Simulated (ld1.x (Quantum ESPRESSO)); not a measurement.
## Which change was made? (In, TM)

- Element: In
- Generator: ld1.x (Quantum ESPRESSO) 7.5
- Type: norm-conserving Troullier–Martins (Kleinman–Bylander form)
- Functional: PBE
- Relativity: fully relativistic
- Frozen core: [Ar] 3d10
- Valence charge: 21
- Reference configuration: 4s2 4p6 4d10 5s2 5p0 (charge +1)
- Partial waves: 4s (bound): rc 0.95 bohr; 4p (bound): rc 1.10 bohr; 4d (bound): rc 1.25 bohr
- Local potential: the d channel
- Core correction: none

Open shells are filled in proportion to 2j + 1 (rel_dist='average').

Occupied shells without a wave of their own: 5s. They enter only through the test configuration that unscreens the potential.

Cutoffs, loose and tight: the cutoffs (Ry, on a coarse ladder) from which the occupation-weighted sum of valence levels, in a spherical-Bessel basis at the reference potential, stays within 10 and 1 mRy of its value at 400 Ry. They do not see the model core or the augmentation charge, which bear on the density cutoff. Test errors are all-electron minus pseudo excitation energies from the reference, over the configurations 4s2 4p6 4d10 5s2 5p1; 4s2 4p6 4d10 5s1 5p0; 4s2 4p6 4d10 5s0 5p0; 4s2 4p6 4d9 5s0 5p0; 4s2 4p6 4d9 5s2 5p1; 4s2 4p5 4d10 5s2 5p1; 4s2 4p6 4d9 5s2 5p2; variants that change the core or the reference have their own tests.

The base gives: outcome: generated, misses its reference levels by 0.52 eV; bound ghosts: none; largest test error (meV): -399.

(1) After one change the result is: outcome: generated, misses its reference levels by 0.52 eV; bound ghosts: none; largest test error (meV): -696. Which change was it?
A. all radii scaled by about 1.09 (s 1.04, p 1.20, d 1.36 bohr)
B. all radii scaled by about 1.38 (s 1.32, p 1.52, d 1.72 bohr)
C. all radii scaled by about 0.74 (s 0.70, p 0.82, d 0.92 bohr)
D. all radii scaled by about 0.91 (s 0.86, p 1.00, d 1.14 bohr)

## Answers

(1) A. The others give: all radii scaled by about 1.38 (s 1.32, p 1.52, d 1.72 bohr) → outcome: generated, misses its reference levels by 1.20 eV; cutoff, loose: 90 Ry; cutoff, tight: 140 Ry; bound ghosts: none; largest test error (meV): -5113 | all radii scaled by about 0.74 (s 0.70, p 0.82, d 0.92 bohr) → outcome: generated, misses its reference levels by 0.52 eV; bound ghosts: not determined; largest test error (meV): -1007 | all radii scaled by about 0.91 (s 0.86, p 1.00, d 1.14 bohr) → outcome: generated, misses its reference levels by 0.52 eV; bound ghosts: not determined; largest test error (meV): -265.
